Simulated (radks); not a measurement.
Numerical settings for the praseodymium ion Pr52+, [He] 2s2 2p3. Calculated with a radial shooting solver on a logarithmic mesh with Libxc functionals: scalar-relativistic Kohn-Sham, SCAN, spin-polarised, spherical densities, finite nucleus; open shells are filled with parallel spins first (spin-orbit coupling, left out, can overturn this in heavy ions); meta-GGA in the generalised Kohn-Sham scheme; Fermi nuclear charge, rms radius 4.8919 fm. The defaults (mesh step 0.008 in ln r, mesh end at 40 bohr or more with all orbitals vanishing there, Anderson mixing 0.5 over 9 steps, residual threshold near 1e-9 with the energy settled to 1e-9 hartree or 1e-11 of itself, here a cap of 52 iterations) give E = -5659.252 hartree and 2p at -10267.6 eV in 14 iterations. Run on one thread of a shared host, so times are rough (Arm Neoverse N1): 0.11 s of CPU time, 0.11 s wall, 14 iterations on 2189 mesh points. Changes against that run (0 stands for a change within the tolerance of the run):

mesh step in ln r 0.12: iterations 52; converged no; E (mhartree) diverged; CPU (s) 0.14
mesh step in ln r 0.012: iterations 13; converged yes; E (mhartree) -0.0844; e(2p) (meV) +0.0484; CPU (s) 0.08
mesh step in ln r 0.02: iterations 13; converged yes; E (mhartree) +2.75; e(2p) (meV) +0.328; CPU (s) 0.05
mesh end (bohr) 12: iterations 13; converged yes; E (mhartree) +0.00152; e(2p) (meV) +0.0134; CPU (s) 0.11
mesh end (bohr) 3: iterations 13; converged yes; E (mhartree) 0; e(2p) (meV) +0.00752; CPU (s) 0.1
residual threshold 0.01: iterations 9; converged yes; E (mhartree) 0; e(2p) (meV) -0.108; CPU (s) 0.08
residual threshold 0.001: iterations 9; converged yes; E (mhartree) 0; e(2p) (meV) -0.108; CPU (s) 0.08
mixing 0.01: iterations 27; converged yes; E (mhartree) 0; e(2p) (meV) -0.00302; CPU (s) 0.2
linear mixing, mixing 0.5: iterations 28; converged yes; E (mhartree) 0; e(2p) (meV) -0.0104; CPU (s) 0.21
linear mixing, mixing 1: iterations 41; converged no; E (mhartree) diverged; CPU (s) 0.26
mixing history 2: iterations 16; converged yes; E (mhartree) 0; e(2p) (meV) 0; CPU (s) 0.13
iteration cap 2: iterations 2; converged no; E (mhartree) +1.37e+03; e(2p) (meV) -8.63e+05; CPU (s) 0.02

Settings that end as converged yet miss the energy by more than 1 mhartree: mesh step in ln r 0.02 (+0.00275 hartree). A mesh that ends early acts as a hard wall.
